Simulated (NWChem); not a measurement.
Species: As cation, triplet

Computed with NWChem. Spin-unrestricted. The open p shell is one determinant without spherical averaging. No stability test was run on the SCF state. Total energies compare along this basis series because the functional is fixed.

```json
[
 {"level": "UHF/pcseg-1", "basis functions": "27", "energy (Ha)": "-2233.5550", "highest occupied level (eV)": "-18.47", "lowest empty minus highest occupied level, either spin (eV)": "9.45", "<S²>": "2.01"},
 {"level": "UHF/aug-pcseg-1", "basis functions": "36", "energy (Ha)": "-2233.5570", "highest occupied level (eV)": "-18.46", "lowest empty minus highest occupied level, either spin (eV)": "9.46", "<S²>": "2.01"},
 {"level": "UHF/pcseg-2", "basis functions": "43", "energy (Ha)": "-2233.8621", "highest occupied level (eV)": "-18.46", "lowest empty minus highest occupied level, either spin (eV)": "9.55", "<S²>": "2.01"},
 {"level": "UHF/STO-3G", "basis functions": "18", "energy (Ha)": "-2209.0063", "highest occupied level (eV)": "-17.12", "lowest empty minus highest occupied level, either spin (eV)": "10.12", "<S²>": "2.00"},
 {"level": "UHF/def2-SVP", "basis functions": "32", "energy (Ha)": "-2233.5692", "highest occupied level (eV)": "-18.46", "lowest empty minus highest occupied level, either spin (eV)": "9.52", "<S²>": "2.01"}
]
```
